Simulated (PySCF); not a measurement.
Species: C7H13F.
Structure used (PBE0-D3(BJ)/def2-SVP), in Å, numbered top down from 1:
```
atom  x, y, z in Å
C1     1.352   -0.999   -0.882
C2     0.689   -0.405    0.354
C3    -0.848   -0.318    0.273
C4    -1.576   -1.576   -0.162
C5    -1.089    0.910   -0.622
C6     0.125    1.832   -0.391
C7     1.060    1.062    0.541
F8     0.792    1.423    1.852
H9     2.449   -0.946   -0.803
H10    1.061   -0.474   -1.805
H11    1.083   -2.058   -1.008
H12    1.009   -0.971    1.244
H13   -1.182   -0.054    1.291
H14   -1.308   -1.866   -1.190
H15   -2.666   -1.426   -0.138
H16   -1.344   -2.426    0.499
H17   -2.046    1.399   -0.391
H18   -1.146    0.600   -1.679
H19    0.637    2.076   -1.333
H20   -0.138    2.787    0.087
H21    2.129    1.269    0.361
```

The closed-shell ground state was solved at several levels (PySCF, density fitting, gas phase, non-relativistic).

```json
{"level": "wB97X-D/def2-SVPD", "basis functions": "267", "HOMO (eV)": "-10.51", "LUMO (eV)": "2.28", "gap (eV)": "12.79", "dipole (D)": "1.78"}
{"level": "PBE0/pcSseg-1", "basis functions": "201", "HOMO (eV)": "-8.60", "LUMO (eV)": "1.24", "gap (eV)": "9.84", "dipole (D)": "1.72"}
```

**Question.** Estimate the row for HF/pcSseg-1, a basis of 201 functions; the other rows only guide the guess.

**Answer.** HOMO -11.97 eV, LUMO 4.12 eV, gap 16.09 eV, dipole 1.97 D.

**Question.** Over all these levels, which gives the widest orbital gap and which the narrowest?

**Answer.** HF/pcSseg-1 (Hartree–Fock, all exact exchange) has the widest, 16.09 eV, and PBE0/pcSseg-1 (global hybrid, 25 % exact exchange) the narrowest, 9.84 eV. The two share the basis. From the narrowest to the widest the HOMO moves by -3.37 eV and the LUMO by +2.88 eV. The HOMO need not be the same orbital at Hartree–Fock and at DFT levels.

**Question.** How far do the dipole and the HOMO energy spread over the levels?

**Answer.** The dipole runs from 1.72 to 1.97 D (mean 1.83 D) and the HOMO from -11.97 to -8.60 eV.

One conformer stands for the species.
